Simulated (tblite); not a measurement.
Species: C₂H₇BN₂.
Atom-mapped SMILES: `[BH:1]1[NH:2][CH2:3][CH2:4][NH:5]1` (hydrogens: H6 on B1; H7 on N2; H8, H9 on C3; H10, H11 on C4; H12 on N5)

Computed with GFN2-xTB (tblite), gas phase: Langevin dynamics at 300 K from the optimised GFN2-xTB geometry, time step 0.5 fs, friction 0.01 fs⁻¹, 2000 steps.

Start geometry:
```
atom  x, y, z in Å
B1     -0.942    1.072   -0.133
N2      0.454    1.172   -0.219
C3      1.110   -0.106   -0.040
C4     -0.050   -1.099    0.183
N5     -1.240   -0.277    0.105
H6     -1.708    1.943   -0.238
H7      1.040    1.969   -0.383
H8      1.790   -0.086    0.823
H9      1.702   -0.377   -0.925
H10     0.029   -1.591    1.162
H11    -0.059   -1.883   -0.586
H12    -2.124   -0.737    0.227
```

The statistics below take the 31 frames saved every 25 fs from 250 to 1000 fs; their kinetic temperature (all 3N coordinates) averages 277 K.

**Question.** Give the mean, spread and extremes of the bond lengths.

**Answer.** 
| bond | start (Å) | mean (Å) | standard deviation (Å) | shortest (Å) | longest (Å) |
| --- | --- | --- | --- | --- | --- |
| B1–N2 | 1.402 | 1.402 | 0.032 | 1.338 | 1.476 |
| N2–C3 | 1.448 | 1.453 | 0.030 | 1.383 | 1.501 |
| C3–C4 | 1.543 | 1.545 | 0.037 | 1.476 | 1.638 |
| C4–N5 | 1.448 | 1.459 | 0.020 | 1.419 | 1.504 |
| B1–N5 | 1.402 | 1.412 | 0.025 | 1.358 | 1.464 |
| B1–H6 | 1.164 | 1.189 | 0.024 | 1.145 | 1.237 |
| N2–H7 | 1.003 | 1.006 | 0.028 | 0.949 | 1.080 |
| C3–H8 | 1.099 | 1.100 | 0.026 | 1.065 | 1.164 |
| C3–H9 | 1.098 | 1.101 | 0.018 | 1.067 | 1.140 |
| C4–H10 | 1.098 | 1.102 | 0.018 | 1.068 | 1.144 |
| C4–H11 | 1.098 | 1.099 | 0.027 | 1.033 | 1.134 |
| N5–H12 | 1.004 | 1.008 | 0.023 | 0.975 | 1.071 |

**Question.** Give the same statistics for bond angles, one of each kind.

**Answer.** 
```
   angle  start (°)  mean (°)  standard deviation (°)  smallest (°)  largest (°)
N2–B1–N5      106.9     107.0                     2.6         102.5        111.7
N2–B1–H6      126.6     126.8                     6.4         112.3        139.6
B1–N2–C3      112.4     111.8                     1.9         108.6        116.2
B1–N2–H7      130.4     128.7                     4.1         121.7        137.4
C3–N2–H7      117.2     116.7                     3.5         109.0        122.7
N2–C3–C4      104.2     103.6                     1.7         101.3        107.6
N2–C3–H8      111.2     112.0                     4.4         105.3        122.0
C4–C3–H8      111.3     109.9                     4.3          99.6        117.8
H8–C3–H9      107.7     108.3                     2.4         102.9        113.1
```

**Question.** How far does each atom move about its mean position (frames aligned on the start, all atoms weighted alike), and what rms force does it feel?

**Answer.** 
```
atom  rms displacement (Å)  rms force (eV/Å)
  B1                  0.06              1.95
  N2                  0.15              1.96
  C3                  0.06              1.79
  C4                  0.06              1.48
  N5                  0.13              1.27
  H6                  0.12              0.81
  H7                  0.17              1.21
  H8                  0.22              0.84
  H9                  0.21              0.65
 H10                  0.21              0.68
 H11                  0.19              0.96
 H12                  0.18              0.99
```

The displacements run from 0.06 to 0.22 Å.

**Question.** How widely does the potential energy scatter, against a harmonic estimate?

**Answer.** Mean 0.32 eV above the start, standard deviation 0.089 eV, range 0.16 to 0.53 eV. For 30 classical harmonic modes at 300 K the canonical values are 30kT/2 = 0.39 eV and kT·√(30/2) = 0.100 eV.

The run is classical and short, so these are rough statistics of one trajectory.

The cost below is that of the whole dynamics run. The run took 20 s of wall time on Intel Xeon at 2.50 GHz, one thread, shared host with 64 logical CPUs at a one-minute load of 62, and the process peaked at 0.18 GiB of memory.
